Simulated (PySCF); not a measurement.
C₂H₆N, SMILES C=[NH+]C, charge +1.

Geometry: PBE-D3(BJ)/def2-TZVP. The isomer is the one that the SMILES or the coordinates give; other isomers of the formula were not compared.

The numbers are results of PBE-D3(BJ)/def2-TZVP (PySCF), not measurements.

Frequencies are harmonic and unscaled.

```json
[
 {"mode": "1", "ν (cm⁻¹)": "194", "IR (km/mol)": "0.3", "moving atoms (share of kinetic energy)": "H 84 %, N 10 %"},
 {"mode": "2", "ν (cm⁻¹)": "455", "IR (km/mol)": "0.3", "moving atoms (share of kinetic energy)": "H 44 %, C 32 %, N 24 %"},
 {"mode": "3", "ν (cm⁻¹)": "567", "IR (km/mol)": "31.3", "moving atoms (share of kinetic energy)": "H 80 %, N 18 %"},
 {"mode": "4", "ν (cm⁻¹)": "907", "IR (km/mol)": "4.6", "moving atoms (share of kinetic energy)": "C 56 %, H 24 %, N 20 %"},
 {"mode": "5", "ν (cm⁻¹)": "1021", "IR (km/mol)": "46.5", "moving atoms (share of kinetic energy)": "H 91 %, N 8 %"},
 {"mode": "6", "ν (cm⁻¹)": "1035", "IR (km/mol)": "11.8", "moving atoms (share of kinetic energy)": "H 86 %, C 14 %"},
 {"mode": "7", "ν (cm⁻¹)": "1079", "IR (km/mol)": "34.0", "moving atoms (share of kinetic energy)": "H 76 %, C 24 %"},
 {"mode": "8", "ν (cm⁻¹)": "1107", "IR (km/mol)": "0.0", "moving atoms (share of kinetic energy)": "H 70 %, C 21 %, N 9 %"},
 {"mode": "9", "ν (cm⁻¹)": "1227", "IR (km/mol)": "0.2", "moving atoms (share of kinetic energy)": "H 56 %, C 24 %, N 19 %"},
 {"mode": "10", "ν (cm⁻¹)": "1383", "IR (km/mol)": "4.0", "moving atoms (share of kinetic energy)": "H 84 %, C 14 %"},
 {"mode": "11", "ν (cm⁻¹)": "1413", "IR (km/mol)": "22.7", "moving atoms (share of kinetic energy)": "H 97 %"},
 {"mode": "12", "ν (cm⁻¹)": "1413", "IR (km/mol)": "6.5", "moving atoms (share of kinetic energy)": "H 91 %"},
 {"mode": "13", "ν (cm⁻¹)": "1428", "IR (km/mol)": "17.8", "moving atoms (share of kinetic energy)": "H 90 %"},
 {"mode": "14", "ν (cm⁻¹)": "1475", "IR (km/mol)": "39.0", "moving atoms (share of kinetic energy)": "H 85 %, C 10 %"},
 {"mode": "15", "ν (cm⁻¹)": "1697", "IR (km/mol)": "11.3", "moving atoms (share of kinetic energy)": "N 45 %, C 39 %, H 16 %"},
 {"mode": "16", "ν (cm⁻¹)": "2993", "IR (km/mol)": "11.0", "moving atoms (share of kinetic energy)": "H 97 %"},
 {"mode": "17", "ν (cm⁻¹)": "3070", "IR (km/mol)": "4.6", "moving atoms (share of kinetic energy)": "H 90 %, C 10 %"},
 {"mode": "18", "ν (cm⁻¹)": "3076", "IR (km/mol)": "12.8", "moving atoms (share of kinetic energy)": "H 95 %"},
 {"mode": "19", "ν (cm⁻¹)": "3113", "IR (km/mol)": "2.4", "moving atoms (share of kinetic energy)": "H 90 %, C 10 %"},
 {"mode": "20", "ν (cm⁻¹)": "3194", "IR (km/mol)": "13.6", "moving atoms (share of kinetic energy)": "H 88 %, C 12 %"},
 {"mode": "21", "ν (cm⁻¹)": "3397", "IR (km/mol)": "102.5", "moving atoms (share of kinetic energy)": "H 93 %"}
]
```
